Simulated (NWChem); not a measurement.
System meant: C3H5NS; SMILES [C@@H]1(SC=N1)C

NWChem input:

```
start job
memory heap 200 mb stack 900 mb global 1100 mb
geometry units angstroms noautoz
  C     -0.435965    -1.857547     0.296562
  C      0.031979    -0.650818    -0.467803
  N      1.345796    -0.154734    -0.096479
  C      0.946226     1.011649     0.244188
  S     -0.793516     0.981387    -0.012725
  H     -0.396183    -1.673101     1.379576
  H      0.225805    -2.706567     0.062804
  H     -1.464361    -2.129891     0.017979
  H     -0.046158    -0.785758    -1.559022
  H      1.558242     1.847086     0.608109
end
basis spherical
  * library def2-svp
end
dft
  odft
  mult 2
  xc pbe0
  iterations 150
  mulliken
end
task dft energy
```

End of the output:

```
 Summary of "ao basis" -> "" (spherical)
 ------------------------------------------------------------------------------
       Tag                 Description            Shells   Functions and Types
 ---------------- ------------------------------  ------  ---------------------
 *                          def2-svp                  on all atoms

                                 NWChem DFT Module
                                 -----------------

 Summary of "ao basis" -> "ao basis" (spherical)
 ------------------------------------------------------------------------------
       Tag                 Description            Shells   Functions and Types
 ---------------- ------------------------------  ------  ---------------------
 C                          def2-svp                 6       14   3s2p1d
 N                          def2-svp                 6       14   3s2p1d
 S                          def2-svp                 8       18   4s3p1d
 H                          def2-svp                 3        5   2s1p

 Summary of "ao basis" -> "ao basis" (spherical)
 ------------------------------------------------------------------------------
       Tag                 Description            Shells   Functions and Types
 ---------------- ------------------------------  ------  ---------------------
 C                          def2-svp                 6       14   3s2p1d
 N                          def2-svp                 6       14   3s2p1d
 S                          def2-svp                 8       18   4s3p1d
 H                          def2-svp                 3        5   2s1p

  number of electrons :                   46
  multiplicity        :                    2
 ------------------------------------------------------------------------
  no. of electrons and multiplicity not compatible                  46
 ------------------------------------------------------------------------
 ------------------------------------------------------------------------
  current input line :
    25: task dft energy
 ------------------------------------------------------------------------
 ------------------------------------------------------------------------
 There is an error in the input file
 ------------------------------------------------------------------------
 For more information see the NWChem manual at https://nwchemgit.github.io

0: no. of electrons and multiplicity not compatible:Received an Error in Communication
```

**Question.** Can this run be used? If not, why, and what is the fix?

**Answer.** The program refused the input. Cause: the multiplicity doesn't fit the number of electrons (an even count wants an odd multiplicity, and the reverse). This input runs:
```
start job
memory heap 200 mb stack 900 mb global 1100 mb
geometry units angstroms noautoz
  C     -0.435965    -1.857547     0.296562
  C      0.031979    -0.650818    -0.467803
  N      1.345796    -0.154734    -0.096479
  C      0.946226     1.011649     0.244188
  S     -0.793516     0.981387    -0.012725
  H     -0.396183    -1.673101     1.379576
  H      0.225805    -2.706567     0.062804
  H     -1.464361    -2.129891     0.017979
  H     -0.046158    -0.785758    -1.559022
  H      1.558242     1.847086     0.608109
end
basis spherical
  * library def2-svp
end
dft
  xc pbe0
  iterations 150
  mulliken
end
task dft energy
```
It converges to -569.63469 Ha (PBE0/def2-SVP).
